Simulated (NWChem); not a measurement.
CH4GeO2, singlet; SMILES [OH][Ge][O]C

```xyz
8

Ge     0.3584    -0.7035     0.0017
O     -1.4300    -0.7521    -0.0019
H     -1.9058     0.0869    -0.0350
O      0.6486     1.0676    -0.0114
C     -0.2819     2.1071     0.0070
H     -1.1087     1.9360     0.7250
H      0.2190     3.0415     0.3088
H     -0.7305     2.2801    -0.9894
```
Atoms are numbered in this order, from 1.

Low-valent species are run as closed-shell singlets; no triplet was tried in these runs. Coordinates come from a PBE0/def2-SVP optimisation.

Question: List the 4 lowest vertical singlet excitations from PBE/def2-SVPD, TDA (NWChem).

Answer: 
```json
[
 {"state": "S1", "energy (eV)": "4.72", "oscillator strength": "0.007", "leading excitation (squared amplitude)": "HOMO−2 → LUMO (0.54)"},
 {"state": "S2", "energy (eV)": "5.31", "oscillator strength": "0.064", "leading excitation (squared amplitude)": "HOMO−1 → LUMO (0.89)"},
 {"state": "S3", "energy (eV)": "5.49", "oscillator strength": "0.086", "leading excitation (squared amplitude)": "HOMO → LUMO (0.48)"},
 {"state": "S4", "energy (eV)": "6.29", "oscillator strength": "0.016", "leading excitation (squared amplitude)": "HOMO → LUMO+1 (0.48)"}
]
```
